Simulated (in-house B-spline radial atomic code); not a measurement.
Computed with a B-spline radial atomic code. Model: two electrons, singlet ground state, non-relativistic, full CI in B-splines with partial waves to l = 8 (at full coupling up to 3e-4 hartree above the limit, correlation up to 0.6 % small), density held at that of full coupling by Lieb maximisation.

Along the adiabatic connection the electron repulsion is scaled by a coupling λ while a local potential keeps the density fixed. At λ = 0 the system is the Kohn-Sham one and W equals the exchange energy; the exchange-correlation energy is the area under W between 0 and 1. The kinetic energy rises with λ as the electrons avoid each other, with dT/dλ = −λ dW/dλ.

Command:
```bash
python run_ac.py task.json out
```
Settings (lengths in bohr, energies in hartree):
```
potential              dot
strength               0.12
lmax                   8
second                 -0.5
```

Time taken, with all properties: 15 s on 1 thread of Intel(R) Xeon(R) Processor @ 2.30GHz (shared host).

**W = mean repulsion less Hartree energy, and W of three functionals.**

Given: confinement charge in harmonic well; well frequency 0.12 hartree; nuclear charge -0.5; external potential omega^2 r^2/2 - Z/r.

Computed: PBE exchange minus exact 4.2509 millihartree; SCAN exchange minus exact -3.3918 millihartree.

```json
{"coupling": "0", "W xc (hartree)": "-0.19708", "W xc minus exchange (millihartree)": "0", "kinetic minus Kohn-Sham (millihartree)": "0", "LDA (PW92) W minus its exchange (millihartree)": "0", "PBE W minus its exchange (millihartree)": "0", "SCAN W minus its exchange (millihartree)": "0"}
{"coupling": "0.02", "W xc (hartree)": "-0.19946", "W xc minus exchange (millihartree)": "-2.375", "kinetic minus Kohn-Sham (millihartree)": "0.02", "LDA (PW92) W minus its exchange (millihartree)": "-8.28", "PBE W minus its exchange (millihartree)": "-3.66", "SCAN W minus its exchange (millihartree)": "-1.85"}
{"coupling": "0.05", "W xc (hartree)": "?", "W xc minus exchange (millihartree)": "?", "kinetic minus Kohn-Sham (millihartree)": "?", "LDA (PW92) W minus its exchange (millihartree)": "?", "PBE W minus its exchange (millihartree)": "?", "SCAN W minus its exchange (millihartree)": "?"}
{"coupling": "0.12", "W xc (hartree)": "-0.20967", "W xc minus exchange (millihartree)": "-12.582", "kinetic minus Kohn-Sham (millihartree)": "0.72", "LDA (PW92) W minus its exchange (millihartree)": "-27.54", "PBE W minus its exchange (millihartree)": "-15.86", "SCAN W minus its exchange (millihartree)": "-9.76"}
{"coupling": "0.25", "W xc (hartree)": "-0.21964", "W xc minus exchange (millihartree)": "-22.557", "kinetic minus Kohn-Sham (millihartree)": "2.53", "LDA (PW92) W minus its exchange (millihartree)": "-41.78", "PBE W minus its exchange (millihartree)": "-26.5", "SCAN W minus its exchange (millihartree)": "-17.89"}
{"coupling": "0.4", "W xc (hartree)": "-0.22795", "W xc minus exchange (millihartree)": "-30.866", "kinetic minus Kohn-Sham (millihartree)": "5.19", "LDA (PW92) W minus its exchange (millihartree)": "-52.89", "PBE W minus its exchange (millihartree)": "-35.41", "SCAN W minus its exchange (millihartree)": "-25.24"}
{"coupling": "0.6", "W xc (hartree)": "-0.23566", "W xc minus exchange (millihartree)": "-38.575", "kinetic minus Kohn-Sham (millihartree)": "9", "LDA (PW92) W minus its exchange (millihartree)": "-63.37", "PBE W minus its exchange (millihartree)": "-44.19", "SCAN W minus its exchange (millihartree)": "-32.8"}
{"coupling": "0.8", "W xc (hartree)": "-0.24102", "W xc minus exchange (millihartree)": "-43.936", "kinetic minus Kohn-Sham (millihartree)": "12.72", "LDA (PW92) W minus its exchange (millihartree)": "-71.06", "PBE W minus its exchange (millihartree)": "-50.82", "SCAN W minus its exchange (millihartree)": "-38.59"}
{"coupling": "1", "W xc (hartree)": "-0.24495", "W xc minus exchange (millihartree)": "-47.866", "kinetic minus Kohn-Sham (millihartree)": "16.24", "LDA (PW92) W minus its exchange (millihartree)": "-77.04", "PBE W minus its exchange (millihartree)": "-56.08", "SCAN W minus its exchange (millihartree)": "-43.18"}
{"coupling": "1.4", "W xc (hartree)": "-0.25034", "W xc minus exchange (millihartree)": "-53.257", "kinetic minus Kohn-Sham (millihartree)": "22.63", "LDA (PW92) W minus its exchange (millihartree)": "-85.92", "PBE W minus its exchange (millihartree)": "-63.99", "SCAN W minus its exchange (millihartree)": "-49.94"}
{"coupling": "2", "W xc (hartree)": "-0.25529", "W xc minus exchange (millihartree)": "-58.201", "kinetic minus Kohn-Sham (millihartree)": "30.9", "LDA (PW92) W minus its exchange (millihartree)": "-94.95", "PBE W minus its exchange (millihartree)": "-72.16", "SCAN W minus its exchange (millihartree)": "-56.5"}
{"coupling": "3", "W xc (hartree)": "-0.26001", "W xc minus exchange (millihartree)": "-62.927", "kinetic minus Kohn-Sham (millihartree)": "42.48", "LDA (PW92) W minus its exchange (millihartree)": "-104.51", "PBE W minus its exchange (millihartree)": "-80.93", "SCAN W minus its exchange (millihartree)": "-62.78"}
{"coupling": "4.5", "W xc (hartree)": "?", "W xc minus exchange (millihartree)": "?", "kinetic minus Kohn-Sham (millihartree)": "?", "LDA (PW92) W minus its exchange (millihartree)": "?", "PBE W minus its exchange (millihartree)": "?", "SCAN W minus its exchange (millihartree)": "?"}
{"coupling": "7", "W xc (hartree)": "-0.26757", "W xc minus exchange (millihartree)": "-70.481", "kinetic minus Kohn-Sham (millihartree)": "77.29", "LDA (PW92) W minus its exchange (millihartree)": "-121.58", "PBE W minus its exchange (millihartree)": "-96.82", "SCAN W minus its exchange (millihartree)": "-71.35"}
{"coupling": "10", "W xc (hartree)": "-0.27006", "W xc minus exchange (millihartree)": "-72.975", "kinetic minus Kohn-Sham (millihartree)": "98.17", "LDA (PW92) W minus its exchange (millihartree)": "-127.53", "PBE W minus its exchange (millihartree)": "-102.42", "SCAN W minus its exchange (millihartree)": "-73.44"}
```

What belongs in the row 0.05?

W xc (hartree): -0.2028; W xc minus exchange (millihartree): -5.715; kinetic minus Kohn-Sham (millihartree): 0.14; LDA (PW92) W minus its exchange (millihartree): -15.74; PBE W minus its exchange (millihartree): -7.99; SCAN W minus its exchange (millihartree): -4.43.

What belongs in the row 4.5?

W xc (hartree): -0.26396; W xc minus exchange (millihartree): -66.871; kinetic minus Kohn-Sham (millihartree): 56.99; LDA (PW92) W minus its exchange (millihartree): -113.19; PBE W minus its exchange (millihartree): -88.98; SCAN W minus its exchange (millihartree): -67.62.

What is the LDA exchange minus exact?

24.941 millihartree.

**Energy parts, natural occupations and partial-wave weights.**

Computed: correlation energy -0.031627 hartree; kinetic part of the DFT correlation energy 0.016239 hartree; initial slope twice GL2 -0.1217 hartree; kinetic part over minus potential part 0.33926; Hartree energy 0.39417 hartree; Kohn-Sham kinetic 0.11481 hartree; Lieb Oxford ratio E_xc over LDA exchange 1.3286.

```
natural  occupation of the shell (electrons)
      s                               1.7699
      p                              0.22641
      s                            0.0027335
      d                            0.0006189
      p                                    ?
      f                           8.6243e-05
```

What belongs in the row p?

occupation of the shell (electrons): 0.00013718.

| wave | weight |
| --- | --- |
| s | 0.88634 |
| p | 0.11328 |
| d | 0.00032099 |
| f | ? |
| g | 1.074e-05 |

What belongs in the row f?

weight: 4.666e-05.

What is the exchange energy?

-0.19708 hartree.

What is the total energy?

0.8668 hartree.

Half-way to full coupling W has made 73 % of its drop, against 50 % for a straight line, and second-order (GL2) theory, half the initial slope, overshoots the correlation energy by about 92 %: correlation is strong. Over couplings 0 to 1 the errors in E_xc come to about +3.0 millihartree for LDA, -0.9 millihartree for PBE, +1.3 millihartree for SCAN, so PBE is nearest. In LDA and PBE and SCAN the errors of exchange and correlation have opposite signs, so the sum is smaller than the larger of the two.
